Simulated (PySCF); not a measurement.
## Two-component Hartree-Fock for Ne³⁺ (neon, charge +3)

Start: [He] 2s2 2p3; 2p1/2 filled at m_j = -1/2, +1/2; 2p3/2 filled at m_j = +3/2. Calculated with PySCF 2.14 in x2c-TZVPPall-2c (5s3p2d1f, 31 functions): generalised Hartree-Fock with the X2C-1e Hamiltonian and a Gaussian nucleus; one run each with spin-orbit coupling (SO) switched off, then screened by Boettger's factors.

| spinor shell | electrons | ε, spin-free (eV) | ε, screened SO (eV) | weight of nominal j (screened SO) | rms radius, screened SO (bohr) |
| --- | --- | --- | --- | --- | --- |
| 1s1/2 | 2 | -975.76 | -975.76 | 1.000 | 0.182 |
| 2s1/2 | 2 | -116.94 | -116.94 | 1.000 | 0.869 |
| 2p1/2 | 2 | -98.469 | -98.497 | 0.507 | 0.826 |
| 2p3/2 | 1 | -98.469 | -98.412 | 1.000 | 0.827 |

```json
{"quantity": "E (hartree)", "spin-free": "-124.24083", "screened SO": "-124.24087"}
{"quantity": "M_J", "spin-free": "3/2", "screened SO": "3/2"}
{"quantity": "⟨J²⟩", "spin-free": "3.753", "screened SO": "3.753"}
{"quantity": "⟨L²⟩", "spin-free": "0.000", "screened SO": "0.000"}
{"quantity": "⟨S²⟩", "spin-free": "3.753", "screened SO": "3.752"}
```

Each row is a mean over spinors that exchange with the open shell spreads, by up to 19.876 eV (2s1/2).

Rows whose weight is well below 1 are mixtures of j = l ± 1/2: exchange outweighs spin-orbit coupling there, and the label is only the starting occupation.

Without spin-orbit coupling the j labels of p, d and f shells carry no meaning; the spin-free column gives the mean over the occupied spinors of each nl shell.
